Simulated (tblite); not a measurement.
Compound: C₄H₆ClFSi (charge +1 and doublet state).
Structure used (GFN2-xTB), in Å, numbered top down from 1:
```xyz
13
C4H6ClFSi angstrom
F      1.041    2.464    0.274
C      0.970    1.247   -0.199
C      1.845    0.338   -0.732
C      1.019   -0.112    0.392
Si    -0.503   -1.305    0.098
C     -1.727    0.064   -0.548
Cl    -0.868    1.429   -1.271
H      2.580    0.097   -1.461
H      1.482   -0.290    1.360
H     -0.162   -2.245   -0.963
H     -0.954   -1.817    1.384
H     -2.348    0.464    0.253
H     -2.379   -0.332   -1.325
```

All values are computed: GFN2-xTB (tblite) harmonic vibrations without scaling, gas phase. Errors from tens to a few hundred cm⁻¹ against measured bands are possible. Modes of hydrogen on silicon can be 10 to 20 % off. One conformer, not necessarily the lowest. Open shells enter through the occupations alone, without spin polarisation, and single modes of such species can be off by tens of per cent.

Harmonic wavenumbers (cm⁻¹): 52.2, 120.1, 166.6, 250.6, 267.3, 300.5, 332.5, 430.3, 465.9, 473.0, 521.2, 596.1, 624.8, 650.8, 711.5, 724.8, 731.4, 770.9, 912.1, 923.5, 1076.5, 1081.6, 1109.6, 1168.1, 1197.1, 1392.5, 1626.5, 2328.7, 2349.8, 2957.9, 2985.7, 3000.6, 3225.3.

A = 2427, B = 1760, C = 1197 MHz; mass 135.991 u (most abundant isotopes); point group C1, symmetry number 1; spin multiplicity 2.

**Question.** Zero-point energy?

**Answer.** Half the sum of the wavenumbers: 17763 cm⁻¹ = 212.49 kJ/mol.

**Question.** Give the ideal-gas entropy at 298.15 K and 1 bar in the rigid-rotor, harmonic-oscillator model (classical rotation).

**Answer.** Translation 170.12, rotation 119.38, vibration 92.59, spin (R ln 2) 5.76: S = 387.9 J/(mol K).

**Question.** And Cp and H(298.15 K) − H(0)?

**Answer.** Cp = 143.04 J/(mol K), of which vibrations give 109.78 (their classical limit is 33 R = 274.4); H(298.15 K) − H(0) = 25.52 kJ/mol without the zero-point energy, 15.61 from vibrations.

**Question.** Blend soft modes into free rotors: weight 1/[1 + (100 cm⁻¹/ν̃)⁴] for the oscillator and the rest for a rotor with moment μB/(μ + B), μ = h/(8π²ν), B = 10⁻⁴⁴ kg m². What vibrational entropy results?

**Answer.** 87.26 J/(mol K) in place of 92.59, which changes −T·S at 298.15 K by +1.59 kJ/mol.

**Question.** Which modes carry the vibrational entropy at 298.15 K?

**Answer.** 52.2 cm⁻¹: 19.80; 120.1 cm⁻¹: 12.97; 166.6 cm⁻¹: 10.35; 250.6 cm⁻¹: 7.22; 267.3 cm⁻¹: 6.75; 300.5 cm⁻¹: 5.92 J/(mol K); the other 27 give 29.59 together.

Hindered rotation and anharmonicity are outside this model. Other conformers, if any are populated, would add a mixing term that is left out. The structure is chiral; the term R ln 2 for an equal mix with its mirror image is left out.
